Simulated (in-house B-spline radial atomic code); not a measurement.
**RPA and G0W0 on PBE0: Mg**

Configuration [Ne] 3s2, mean-field start PBE0. Computed with an all-electron radial atomic-structure program (B-spline basis): all electrons, scalar-relativistic (spin-free one-electron X2C), finite nucleus, each spin shell either full or empty, empty states to l = 9 with an (l + 1/2)⁻⁴ tail; G0W0 by contour deformation at full frequency.

Command:
```bash
python run_gw.py task.json out
```
Settings (radii: box in bohr, nucleus in fm):
```
Z                        12
electrons                12
configuration            [Ne] 3s2
hamiltonian              x2c
method                   pbe0
lmax                     9
rms_radius               3.057
spin_polarised           False
box_radius               40
intervals                74
ion_configuration        [Ne] 3s1
```

Run time, properties included: 4.9 s on 1 thread of Arm Neoverse N1, with other jobs on the host.

Energies (hartree):

```json
{"term": "mean-field total", "value": "-200.28136"}
{"term": "Hartree-Fock functional on these orbitals", "value": "-199.91699"}
{"term": "direct second order", "value": "-0.77808"}
{"term": "second-order exchange", "value": "0.28197"}
{"term": "SOSEX correction", "value": "0.24848"}
```

(1) What is the RPA correlation energy, and what remains with SOSEX?

Quasi-particle levels (eV):

```tsv
level	occupied	mean field	Σx - vxc	Σc	QP weight	G0W0
3s	yes	-5.433	-1.38	?	?	?
3p	no	-0.812	2.02	-0.87	0.910	0.341
```

G0W0 = mean field + (Σx - vxc) + Σc, with Σc (partial-wave tail included) taken at the quasi-particle energy. Levels of low weight are left out. An empty level above zero is unbound and depends on the box.

(2) Where does G0W0 put 3s?

(3) What does it cost to remove one electron (to [Ne] 3s1) by differences of total energies, each species on its own start (correlation terms add to the Hartree-Fock functional)?

Results:

(1) RPA gives -0.66487 hartree (-1.51 eV per electron); RPA + SOSEX gives -0.41639, and the second-order doubles -0.49612 hartree (no singles). SOSEX takes back 37 % of the RPA value.

(2) At -7.680 eV, with Σc = -0.86 eV and a quasi-particle weight of 0.864. The tabulated removal energy is 7.646 eV (NIST, measured); the calculation leaves out spin-orbit coupling, Breit and QED terms, and what these don't explain is the method's own error.

(3) PBE0 7.552 eV, Hartree-Fock functional 6.603 eV, + RPA 7.849 eV, + RPA + SOSEX 7.531 eV, + second order 7.946 eV. Tabulated: 7.646 eV (NIST, measured); the calculation leaves out spin-orbit coupling, Breit and QED terms, and what these don't explain is the method's own error.
